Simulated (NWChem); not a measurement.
All runs are NWChem calculations. System: C2H6OSi2, charge 0, spin multiplicity 1, at a geometry optimised with B3LYP/def2-SVP. The structure started from a generated list of species. Level: MP2/def2-SVP, 13 core orbitals frozen.

Output (cleaned and shortened):

```
             Northwest Computational Chemistry Package (NWChem) 7.3.0
             --------------------------------------------------------

                                NWChem Input Module
                                -------------------

 Scaling coordinates for geometry "geometry" by  1.889725989
 (inverse scale =  0.529177249)

 Turning off AUTOSYM since
 SYMMETRY directive was detected!

                             Geometry "geometry" -> ""
                             -------------------------

 Output coordinates in angstroms (scale by  1.889725989 to convert to a.u.)

  No.       Tag          Charge          X              Y              Z
 ---- ---------------- ---------- -------------- -------------- --------------
    1 C                    6.0000     0.16203800    -1.61171400     0.00000000
    2 C                    6.0000     1.30717800    -0.89280000     0.00000000
    3 Si                  14.0000     1.10057000     0.96786200     0.00000000
    4 Si                  14.0000    -1.23061300     0.63648700     0.00000000
    5 O                    8.0000    -1.08606600    -1.08260700     0.00000000
    6 H                    1.0000     0.13951300    -2.70857600     0.00000000
    7 H                    1.0000     2.25491000    -1.43803700     0.00000000
    8 H                    1.0000     1.65051500     1.65495000    -1.20727400
    9 H                    1.0000     1.65051500     1.65495000     1.20727400
   10 H                    1.0000    -2.00081100     1.03187400    -1.21221100
   11 H                    1.0000    -2.00081100     1.03187400     1.21221100

 Effective nuclear repulsion energy (a.u.)     277.6187860672

            Nuclear Dipole moment (a.u.)
            ----------------------------
        X                 Y               Z
 ---------------- ---------------- ----------------
    -0.0000056692    -0.0000359048     0.0000000000

      Symmetry information
      --------------------

 Group name             Cs
 Group number              2
 Group order               2
 No. of unique centers     9

      Symmetry unique atoms

     1    2    3    4    5    6    7    8   10


 Summary of "ao basis" -> "" (spherical)
 ------------------------------------------------------------------------------
       Tag                 Description            Shells   Functions and Types
 ---------------- ------------------------------  ------  ---------------------
 *                          def2-svp                  on all atoms
[...]
    4 Si  14    13.30   2.00  1.99  0.95  0.16  5.94  1.18  0.82  0.26
    5 O    8     8.67   1.99  1.05  0.76  2.87  1.99  0.01
    6 H    1     0.94   0.76  0.16  0.02
    7 H    1     0.93   0.74  0.17  0.03
    8 H    1     1.12   0.74  0.37  0.01
    9 H    1     1.12   0.74  0.37  0.01
   10 H    1     1.14   0.74  0.38  0.01
   11 H    1     1.14   0.74  0.38  0.01

       Multipole analysis of the density wrt the origin
       ------------------------------------------------

     L   x y z        total         open         nuclear
     -   - - -        -----         ----         -------
     0   0 0 0     -0.000000      0.000000     54.000000

     1   1 0 0      0.191815      0.000000     -0.000006
     1   0 1 0      0.170160      0.000000     -0.000036
     1   0 0 1     -0.000000      0.000000      0.000000

     2   2 0 0    -35.756614      0.000000    273.416354
     2   1 1 0     -2.244533      0.000000      8.918343
     2   1 0 1     -0.000000      0.000000      0.000000
     2   0 2 0    -32.463106      0.000000    234.056067
     2   0 1 1     -0.000000      0.000000      0.000000
     2   0 0 2    -36.358073      0.000000     20.904768

                   NWChem MP2 Semi-direct Energy/Gradient Module
                   ---------------------------------------------

  Basis functions       =    108
  Molecular orbitals    =    108
  Frozen core           =     13
  Frozen virtuals       =      0
  Active alpha occupied =     14
  Active beta occupied  =     14
  Active alpha virtual  =     81
  Active beta virtual   =     81
  Use MO symmetry       = T
  Use skeleton AO sym   = T

  AO/Fock/Back tols     =   1.0D-09  1.0D-09  1.0D-09

 GA uses MA = F    GA memory limited = T

 Available:
  local mem=  1.15D+08
 global mem=  1.31D+08
 local disk=  0.00D+00
  mp2_memr nvloc                    81
  nvloc new                    81
   1 passes of  14:        3145728                      52711                  21730903.
   1 passes of  14: M    114683705           G      131048672           F     111537977.

 Semi-direct pass number   1 of   1  for RHF alpha+beta  at        3.2s
  vrange nnbf                  5631
  mp2_eaftype                    82  avail_ma_in_mb                   999
 EAF : mp2_eaftype filesize          82   10865451.
  mp2_eaf for mointskh                     82
Node 0 wrote     51.1 Mb in      0.0 s     Agg I/O rate:  2375.9 Mb/s
 Done moints_semi at        7.0s
  mp2_eaftype                    82  avail_ma_in_mb                   917
 EAF : mp2_eaftype filesize          82   10865451.
  mp2_eaf for kh                    82
 Done maket at        7.3s
 Done multipass loop at        7.3s

          -------------------------------------------
          SCF energy                -731.663568611216
          Correlation energy          -0.631797340990
          Singlet pairs               -0.410879624054
          Triplet pairs               -0.220917716936
          Total MP2 energy          -732.295365952206
          -------------------------------------------

          ---------------------------------------------------
                    Spin Component Scaled (SCS) MP2
          Same spin pairs                     -0.147278477958
          Same spin scaling factor             0.333333333333
          Opposite spin pairs                 -0.484518863033
          Opposite spin scaling fact.          1.200000000000
          SCS-MP2 correlation energy          -0.630515461625
          Total SCS-MP2 energy              -732.294084072841
          ---------------------------------------------------

 -----------------------
 Performance information
 -----------------------

 Timer overhead =  2.68D-07 seconds/call

               Nr. of calls         CPU time (s)                 Wall time (s)                GFlops
             ---------------    -------------------     ------------------------------   -------------------
Name         Min   Avg   Max    Min     Avg     Max     Min     Avg     Max   Mx/calls   Min     Max     Sum
mp2: moin     1     1     1    3.8     3.8     3.8      3.8     3.8     3.8     3.8      0.0     0.0     0.0
mp2: make     1     1     1   0.27    0.27    0.27     0.27    0.27    0.27    0.27      0.0     0.0     0.0
mp2: tota     1     1     1    4.1     4.1     4.1      4.1     4.1     4.1     4.1      0.0     0.0     0.0

 The average no. of pstat calls per process was 3.00D+00
 with a timing overhead of 8.03D-07s

 Task  times  cpu:        7.3s     wall:        7.3s

 Total times  cpu:        7.3s     wall:        7.3s
```

**Question.** Write an NWChem input that would produce this output.

**Answer.** Several could match; the one computed here: 
```
start mol
memory heap 200 mb stack 800 mb global 1000 mb
geometry units angstroms nocenter noautoz
  C      0.162038    -1.611714     0.000000
  C      1.307178    -0.892800     0.000000
  Si     1.100570     0.967862     0.000000
  Si    -1.230613     0.636487     0.000000
  O     -1.086066    -1.082607     0.000000
  H      0.139513    -2.708576     0.000000
  H      2.254910    -1.438037     0.000000
  H      1.650515     1.654950    -1.207274
  H      1.650515     1.654950     1.207274
  H     -2.000811     1.031874    -1.212211
  H     -2.000811     1.031874     1.212211
  symmetry group Cs
end
basis spherical
  * library def2-svp
end
scf
  rhf
  nopen 0
  maxiter 100
  thresh 1e-7
  semidirect memsize 60000000 filesize 0
end
mp2
  freeze core 13
end
task mp2 energy
```
